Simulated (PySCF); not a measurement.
PySCF job for iodine cation (I2), SMILES II (connectivity only; charge and spin as stated), charge +1, multiplicity 2, C-PCM-B3LYP/def2-SVP. Geometry optimised at PBE0-D3(BJ)/def2-TZVP. The spin state was assumed, not searched. The def2 effective core potentials stand for the cores of I; spin–orbit coupling is left out.

```python
import numpy as np
from pyscf import gto, scf, dft
from pyscf.solvent import pcm

mol = gto.M(
    atom='''
    I     0.00000000    0.00000000   -1.28544755
    I     0.00000000    0.00000000    1.28544755
    ''',
    basis='def2-SVP',
    ecp={'I': 'def2-svp'},
    charge=1,
    spin=1,
    max_memory=1600,
    verbose=3,
)
mf = dft.UKS(mol, xc='b3lyp').density_fit(auxbasis='def2-universal-jkfit')
mf.grids.level = 3
mf.conv_tol = 1e-9
mf.max_cycle = 100
mf.kernel()
fine, coarse = mf.grids, dft.Grids(mol).set(level=1).build(with_non0tab=True)
for _ in range(3):  # follow internal instabilities
    mf.grids = coarse
    mo, _, stable, _ = mf.stability(return_status=True, nroots=4)
    mf.grids = fine
    if stable:
        break
    mf.kernel(mf.make_rdm1(mo, mf.mo_occ))
res = {}
for name, eps in {'water': 78.355, 'dimethylsulfoxide': 46.826, '1-octanol': 9.8629}.items():
    s = mf.PCM()
    s.with_solvent.method, s.with_solvent.eps, s.with_solvent.lebedev_order = 'C-PCM', eps, 29
    s.kernel(mf.make_rdm1())
    res[name] = (s.e_tot, eps, s.dip_moment(), s.mo_energy, s.converged)
    print(f'{name}: electrostatic solvation free energy {(s.e_tot - mf.e_tot) * 627.509474:.3f} kcal/mol')
```

Output:

```

WARN: HOMO -1.52600764769909 >= LUMO -1.5260076476991

converged SCF energy = -595.251430276383  <S^2> = 0.75163671  2S+1 = 2.001636
<class 'pyscf.df.df_jk.DFUKS'> wavefunction is stable in the internal stability analysis

WARN: PCM is an experimental feature. It is still in testing.
Features and APIs may be changed in the future.

converged SCF energy = -595.346541955343  <S^2> = 0.7516276  2S+1 = 2.0016269

WARN: System has nonzero charge 1; the dipole moment is origin-dependent.
Location of origin: [0. 0. 0.]

Dipole moment(X, Y, Z, Debye): -0.00000, -0.00000, -0.00000
water: electrostatic solvation free energy -59.683 kcal/mol

WARN: PCM is an experimental feature. It is still in testing.
Features and APIs may be changed in the future.

converged SCF energy = -595.345713311151  <S^2> = 0.75162768  2S+1 = 2.001627

WARN: System has nonzero charge 1; the dipole moment is origin-dependent.
Location of origin: [0. 0. 0.]

Dipole moment(X, Y, Z, Debye):  0.00000, -0.00000, -0.00000
dimethylsulfoxide: electrostatic solvation free energy -59.163 kcal/mol

WARN: PCM is an experimental feature. It is still in testing.
Features and APIs may be changed in the future.

converged SCF energy = -595.337996273908  <S^2> = 0.75162844  2S+1 = 2.0016278

WARN: System has nonzero charge 1; the dipole moment is origin-dependent.
Location of origin: [0. 0. 0.]

Dipole moment(X, Y, Z, Debye):  0.00000, -0.00000, -0.00000
1-octanol: electrostatic solvation free energy -54.321 kcal/mol
```

The run converged.

Cost: very roughly 16 core-seconds.
